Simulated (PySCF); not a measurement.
Species: C5H3ClOS.
Numbering: `[O:1]=[C:2]([Cl:3])[c:4]1[cH:5][cH:6][cH:7][s:8]1` (hydrogens: H9 on C5; H10 on C6; H11 on C7)

Jobs on this species (11 atoms, 74 electrons) with PySCF (density fitting). Hardware of each: one thread, Arm Neoverse V1 (aarch64), no GPU, on a shared host. The host was shared with other jobs, so the times are rough. Peak memory is the resident size of the whole Python process, interpreter and libraries included.

Question: Rank these jobs by wall time, shortest first.
A. PBE0/def2-SVP; shieldings, ring-centre shieldings, charges and field gradients; 135 basis functions
B. PBE0-D3(BJ)/def2-SVP, grid level 1; geometry optimisation from a GFN2-xTB start; 135 basis functions
C. PBE0/aug-cc-pVDZ; shieldings, ring-centre shieldings, charges and field gradients; 219 basis functions

Answer: A (13 s), C (30 s), B (54 s).

All jobs:

| level and settings | work | basis functions | SCF cycles | wall time | peak memory |
| --- | --- | --- | --- | --- | --- |
| PBE0/def2-SVP | shieldings, ring-centre shieldings, charges and field gradients | 135 | 15 | 13 s | 0.72 GiB |
| PBE0/cc-pVDZ | shieldings, ring-centre shieldings, charges and field gradients | 135 | 15 | 14 s | 0.77 GiB |
| PBE0/aug-cc-pVDZ | shieldings, ring-centre shieldings, charges and field gradients | 219 | 16 | 30 s | 1.1 GiB |
| PBE0/def2-TZVP | shieldings, ring-centre shieldings, charges and field gradients | 278 | 16 | 41 s | 1.4 GiB |
| PBE0/cc-pVTZ | shieldings, ring-centre shieldings, charges and field gradients | 290 | 16 | 45 s | 1.3 GiB |
| PBE0/IGLO-III | shieldings, ring-centre shieldings, charges and field gradients | 328 | 16 | 50 s | 1.4 GiB |
| PBE0-D3(BJ)/def2-SVP, grid level 1 | geometry optimisation from a GFN2-xTB start | 135 | 48 | 54 s | 0.57 GiB |

What do all jobs in the table cost together?

About 4.1 min; the longest takes about 22 % of that, and about 4.2 times as long as the shortest.
